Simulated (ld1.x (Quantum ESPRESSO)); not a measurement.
u(r) = r·R(r): atom against pseudo-atom (Ne (Z = 10))

Columns: radius, all-electron u(r) and pseudo u(r) of the 2p shell (level -32.18 eV) of neon in the configuration [He] 2s2 2p5; PBEsol, scalar-relativistic, ultrasoft scheme, ld1.x (Quantum ESPRESSO) 7.5.

```json
{"r (bohr)": "0.090", "all-electron": "0.1624", "pseudo": "0.0115"}
{"r (bohr)": "0.180", "all-electron": "0.4359", "pseudo": "0.0450"}
{"r (bohr)": "0.270", "all-electron": "0.6769", "pseudo": "0.0979"}
{"r (bohr)": "0.360", "all-electron": "0.8499", "pseudo": "0.1662"}
{"r (bohr)": "0.450", "all-electron": "0.9555", "pseudo": "0.2445"}
{"r (bohr)": "0.540", "all-electron": "1.0049", "pseudo": "0.3271"}
{"r (bohr)": "0.630", "all-electron": "1.0124", "pseudo": "0.4080"}
{"r (bohr)": "0.720", "all-electron": "0.9905", "pseudo": "0.4816"}
{"r (bohr)": "0.810", "all-electron": "0.9494", "pseudo": "0.5432"}
{"r (bohr)": "0.900", "all-electron": "0.8965", "pseudo": "0.5892"}
{"r (bohr)": "0.990", "all-electron": "0.8371", "pseudo": "0.6178"}
{"r (bohr)": "1.080", "all-electron": "0.7749", "pseudo": "0.6284"}
{"r (bohr)": "1.170", "all-electron": "0.7126", "pseudo": "0.6220"}
{"r (bohr)": "1.260", "all-electron": "0.6516", "pseudo": "0.6010"}
{"r (bohr)": "1.350", "all-electron": "0.5933", "pseudo": "0.5684"}
{"r (bohr)": "1.440", "all-electron": "0.5381", "pseudo": "0.5280"}
{"r (bohr)": "1.530", "all-electron": "0.4865", "pseudo": "0.4835"}
{"r (bohr)": "1.620", "all-electron": "0.4388", "pseudo": "0.4383"}
{"r (bohr)": "1.710", "all-electron": "0.3948", "pseudo": "0.3948"}
{"r (bohr)": "1.800", "all-electron": "0.3545", "pseudo": "0.3545"}
{"r (bohr)": "1.890", "all-electron": "0.3178", "pseudo": "0.3178"}
{"r (bohr)": "1.980", "all-electron": "0.2846", "pseudo": "0.2846"}
{"r (bohr)": "2.070", "all-electron": "0.2545", "pseudo": "0.2545"}
{"r (bohr)": "2.160", "all-electron": "0.2273", "pseudo": "0.2273"}
{"r (bohr)": "2.250", "all-electron": "0.2028", "pseudo": "0.2028"}
{"r (bohr)": "2.340", "all-electron": "0.1808", "pseudo": "0.1808"}
```

Q: How many radial nodes do the two functions have?

A: The all-electron 2p function has n − l − 1 = 0; the pseudo-wave has 0.

Q: At about which radius was the pseudo-wave matched?

A: 1.80 bohr, where the columns begin to agree (steps of 0.09 bohr).

Q: Where does each function peak?

A: Outermost all-electron maximum near 0.63 bohr, pseudo maximum near 1.08 bohr (to the table’s step).

Q: Is the pseudo-wave norm-conserving?

A: No, it belongs to an ultrasoft set: the norm inside the radius is not constrained, and the difference is carried by the augmentation charge.
